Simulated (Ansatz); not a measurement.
Reaction (ligand exchange at a Ge–O bond): `[NH2][Ge]([OH])([F])[Cl]` + H–F → `[NH2][Ge]([F])([F])[Cl]` + H₂O

Gas-phase electronic energies from Ansatz, PBE0-D4/def2-TZVP geometries. CBS: MP2 limit from def2 TZ/QZ plus the TZ coupled-cluster correction, frozen cores. This one scheme is used for every species. DFT in def2-TZVPP. B3LYP here is the variant with VWN-RPA as its local correlation; programs differ in this. HSE06 is defined as in plane-wave codes. For Ge outer-core shells are correlated without core-valence functions, which leaves a few kJ/mol of doubt a bond. Scalar relativity is left out up to krypton. Each species was taken in one conformer, which may not be the lowest.

`[NH2][Ge]([OH])([F])[Cl]`:

Cartesian coordinates in Å:
```
N -1.071 0.642 0.761
Ge 0.379 0.047 -0.107
O -0.124 -0.521 -1.678
F 1.458 1.381 -0.239
Cl 1.558 -1.485 0.819
H -1.813 -0.033 0.872
H -0.886 1.111 1.635
H 0.499 -1.143 -2.064
```

H–F:

Z-matrix (Å, degrees):
```
F
H 1 0.920
```

`[NH2][Ge]([F])([F])[Cl]`:

Cartesian coordinates in Å:
```
N -1.136 0.228 -0.298
Ge 0.570 -0.198 0.039
F 0.867 -1.785 -0.525
F 0.988 -0.286 1.703
Cl 1.891 1.162 -0.880
H -1.355 1.210 -0.222
H -1.826 -0.331 0.183
```

H₂O:

Z-matrix (Å, degrees):
```
O
H 1 0.960
H 1 0.960 2 105.1
```

```csv
level,ΔE (kJ/mol),difference from CCSD(T)/CBS
LDA (SPW92),-16.0,1.9
PBE-D4,-19.6,-1.7
BLYP-D4,-21.7,-3.8
r2SCAN-D4,-22.2,-4.3
B97M-V,-26.5,-8.6
PBE0-D4,-18.9,-1.0
B3LYP-D4,-21.4,-3.5
r2SCANh-D4,-21.6,-3.7
r2SCAN0-D4,-20.7,-2.8
HSE06-D4,-18.7,-0.8
BHLYP-D4,-22.3,-4.4
CAM-B3LYP-D4,-23.3,-5.4
ωB97X-V,-23.2,-5.3
ωB97M-V,-22.3,-4.4
B2PLYP,-22.0,-4.1
PBE,-21.6,-3.7
revPBE,-23.1,-5.2
BLYP,-25.8,-7.9
r2SCAN,-22.7,-4.8
PBE0,-20.7,-2.8
B3LYP,-24.6,-6.7
r2SCANh,-22.1,-4.2
r2SCAN0,-21.4,-3.5
HSE06,-20.4,-2.5
BHLYP,-24.9,-7.0
CAM-B3LYP,-25.1,-7.2
LC-ωPBE,-23.8,-5.9
RPA@PBE/def2-TZVPP,-18.9,-1.0
HF/def2-SVP,-27.7,-9.8
CCSD/def2-SVP,-25.1,-7.2
HF/def2-TZVPP,-27.5,-9.6
MP2/def2-TZVPP,-15.9,2.0
SCS-MP2/def2-TZVPP,-18.9,-1.0
CCSD/def2-TZVPP,-19.4,-1.5
CCSD(T)/def2-TZVPP,-18.2,-0.3
HF/def2-QZVPP,-29.4,-11.5
MP2/def2-QZVPP,-16.4,1.5
SCS-MP2/def2-QZVPP,-19.5,-1.6
HF/CBS(def2),-29.7,-11.8
MP2/CBS(def2),-15.6,2.3
CCSD(T)/CBS,-17.9,0
```

Largest T1 diagnostic among the species: 0.011.

Leaving LDA and LC-ωPBE aside and taking each functional with its dispersion term where it has one, the values, not all of them listed here, spread over 8.2 kJ/mol, from B97M-V to revPBE-D4. LDA lies +5.5 kJ/mol from PBE without D4. At CCSD(T), def2-SVP lies −6.5 kJ/mol from the extrapolated value and def2-TZVPP −0.3 kJ/mol.

CCSD(T)/CBS has its own doubt, a few kJ/mol and more with outer-core shells, so smaller differences from it don't rank the levels.
